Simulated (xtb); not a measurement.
Harmonic IR lines of one isomer of CH₄OSi₂, unscaled. Method: xtb with GFN2-xTB.

```json
[
 {"wavenumber (cm⁻¹)": "342", "relative intensity": "3.3"},
 {"wavenumber (cm⁻¹)": "401", "relative intensity": "17"},
 {"wavenumber (cm⁻¹)": "440", "relative intensity": "6.3"},
 {"wavenumber (cm⁻¹)": "524", "relative intensity": "54"},
 {"wavenumber (cm⁻¹)": "554", "relative intensity": "8.8"},
 {"wavenumber (cm⁻¹)": "588", "relative intensity": "21"},
 {"wavenumber (cm⁻¹)": "602", "relative intensity": "22"},
 {"wavenumber (cm⁻¹)": "758", "relative intensity": "25"},
 {"wavenumber (cm⁻¹)": "796", "relative intensity": "51"},
 {"wavenumber (cm⁻¹)": "945", "relative intensity": "43"},
 {"wavenumber (cm⁻¹)": "987", "relative intensity": "21"},
 {"wavenumber (cm⁻¹)": "1228", "relative intensity": "9.6"},
 {"wavenumber (cm⁻¹)": "2256", "relative intensity": "100"},
 {"wavenumber (cm⁻¹)": "2261", "relative intensity": "98"},
 {"wavenumber (cm⁻¹)": "2268", "relative intensity": "90"},
 {"wavenumber (cm⁻¹)": "3090", "relative intensity": "9.1"}
]
```

Problem. Name which structure gives these lines.
A) `O=C[SiH]=[SiH2]`
B) `O=[SiH]C=[SiH2]`
C) `O=[Si]1C[SiH2]1`
D) `C1=[SiH][SiH2]O1`

Solution. D, `C1=[SiH][SiH2]O1`
